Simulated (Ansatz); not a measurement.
## Ansatz (development build ahead of 0.2.0) run

```yaml
crystal:
  periodic: [false, false, false]
  atoms:
    - { symbol: Ti, position_ang: [0.0, 0.0, 0.0] }
    - { symbol: Br, position_ang: [0.0, 0.0, 6.0] }
basis:
  gaussian: { orbitals: pcseg-2 }
magnetization:
  spin_polarized: true
  initial_magnetization: 3
hamiltonian:
  xc: pbe0
```

The input is written out in the form of the current development build from the run's settings.

The run gave:

| Quantity | Value |
| --- | --- |
| Converged | yes |
| Total energy | -3423.03617 hartree |
| Spin squared of the determinant | 4.334 |
| Stability test | minimum |

Caution: charge can spread falsely over distant fragments; other spin multiplicities were not run; the unrestricted determinant is spin contaminated.
